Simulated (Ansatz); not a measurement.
A set of 12 reactions (ligand exchange), with CCSD(T)/CBS values in kJ/mol:

```csv
reaction,ΔE
`[GeH3][SnH3]` + `OCF` → `FC[O][SnH3]` + GeH₄,23.0
`B[SiH2]/C=C/O` + `N=C([SiH3])S` → `BSC(=N)[SiH3]` + `O/C=C/[SiH3]`,-133.0
`N=C(Cl)BN` + `CNC` → `CN(C)BN` + `N=CCl`,-64.1
`C[SiH2]S[SiH](Cl)Cl` + `C[SeH]` → `C[SiH2][Se]C` + `S[SiH](Cl)Cl`,7.5
`C[BH][GeH2][Cl]` + `N[SiH](F)Cl` → `F[SiH](Cl)[NH][GeH2][Cl]` + `BC`,-19.4
`C[SiH2]C[SiH2]O` + `N[SiH](O)F` → `O[SiH2]N[SiH](O)F` + `C[SiH2]C`,-65.6
`CCBS[SiH3]` + `C=CN[SiH2]Cl` → `C=CN([SiH3])[SiH2]Cl` + `CCBS`,12.5
`[AlH2][O][AlH2]` + `C[SiH](N)Cl` → `C[SiH](Cl)[NH][AlH2]` + `[OH][AlH2]`,55.3
`CC(C)[NH][Ga]([Cl])[Cl]` + `O[SiH3]` → `[SiH3][O][Ga]([Cl])[Cl]` + `CC(C)N`,-15.1
`NN([SiH3])[SiH3]` + `C[O][In]([OH])[OH]` → `C[O][In]([OH])[O][SiH3]` + `NN[SiH3]`,-47.5
`C[Se][GeH2][F]` + `[AsH3]` → `C[Se][AsH2]` + `[F][GeH3]`,33.5
`C[CH2][GeH2][CH3]` + `O=CO` → `[CH3][GeH2][O]C=O` + `CC`,-62.3
```

Isolated molecules relaxed with PBE0-D4/def2-TZVP in Ansatz; ΔE leaves out vibrations. CCSD(T)/CBS adds triple-zeta CCSD(T) − MP2 to the extrapolated MP2 energy (def2 sets, frozen cores). This one scheme is used for every species. Double bonds are as drawn, so ΔE can hold a change between cis and trans. DFT in def2-TZVPP. B3LYP here is the variant with VWN-RPA as its local correlation; programs differ in this. def2 core potentials past Kr. For As, Ga, Ge, In, Se, Sn outer-core shells are correlated without core-valence functions, which leaves a few kJ/mol of doubt a bond. Scalar relativity is left out up to krypton. One conformer a species, not always the lowest.

Problem. Give the mean, mean absolute and largest difference (level minus CCSD(T)/CBS, kJ/mol) for: PBE-D4, r2SCAN-D4, B3LYP-D4, ωB97X-V, r2SCAN, PBE0, B3LYP, HF/def2-TZVPP, MP2/def2-TZVPP, SCS-MP2/def2-TZVPP, CCSD/def2-TZVPP, CCSD(T)/def2-TZVPP, HF/def2-QZVPP, SCS-MP2/def2-QZVPP. (Best estimate.)

Solution. The calculation gave: 
```csv
level,mean,mean absolute,largest
PBE-D4,6.7,7.9,31.5
r2SCAN-D4,2.5,4.2,21.0
B3LYP-D4,-1.0,2.7,-5.9
ωB97X-V,-0.9,2.6,-5.6
r2SCAN,2.6,4.5,21.0
PBE0,4.8,6.5,22.2
B3LYP,-0.8,5.6,11.8
HF/def2-TZVPP,-11.3,15.4,-59.1
MP2/def2-TZVPP,-0.5,2.8,-9.0
SCS-MP2/def2-TZVPP,-3.6,4.3,-11.0
CCSD/def2-TZVPP,-2.3,2.8,-8.5
CCSD(T)/def2-TZVPP,-1.1,1.5,-4.5
HF/def2-QZVPP,-12.1,16.2,-58.8
SCS-MP2/def2-QZVPP,-3.2,3.9,-9.3
```

The largest T1 diagnostic in the set is 0.017, for `C[O][In]([OH])[OH]` (customary mark 0.02).

CCSD(T)/CBS is a level of theory with its own doubt, and the functionals carry their triple-zeta basis error, so these figures describe this set and don't rank the functionals.
